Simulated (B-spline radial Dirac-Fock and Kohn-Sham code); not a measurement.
Level of theory: multi-electron Dirac-Fock with separately optimised hole states, Breit and Lamb-shift corrections added in first order; a B-spline atomic structure program. Free neutral atoms up to Cf, the lines Kα1, Kβ1, Lα1, Lβ1, Lβ2, Lγ1, Lℓ and Mα1 where both subshells are closed (so no Lα of most 3d metals and no Mα of most lanthanides); Na, Y were not searched.

**Question.** Er Lα1 is computed at 6946.9 eV. Which of the searched lines of other elements lie within 82 eV and could overlap it in an energy-dispersive spectrum?

**Answer.** Hf Lℓ at 6954.7 eV (+8); Co Kα1 at 6928.4 eV (-19); Tb Lβ1 at 6978.6 eV (+32); Pm Lγ1 at 6882.6 eV (-64).
